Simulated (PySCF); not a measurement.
# BeSi at PBE

Computed with PBE; PySCF, no relativity, basis sets Be def2-SVPD, Si def2-SVPD.

For BeSi, the state is ³Σ⁻ (triplet), unpaired electrons π ↑↑. The bond length is 2.125 Å. The harmonic wavenumber is 582 cm⁻¹. The force constant is 1.36 mdyn/Å, the rotational constant Be is 0.5478 cm⁻¹ and the anharmonicity ωexe is 5.02 cm⁻¹. The vibration–rotation constant αe is 0.00640 cm⁻¹ and the well depth De to Be + Si is 1.86 eV. The dissociation energy D0 is 1.83 eV and the bond order (Mayer) is 1.77. The dipole moment (positive dipole means Be(−)Si(+)) is -1.84 D.

The state is the lowest determinant that a PBE0 search found; another state may lie lower at other levels.
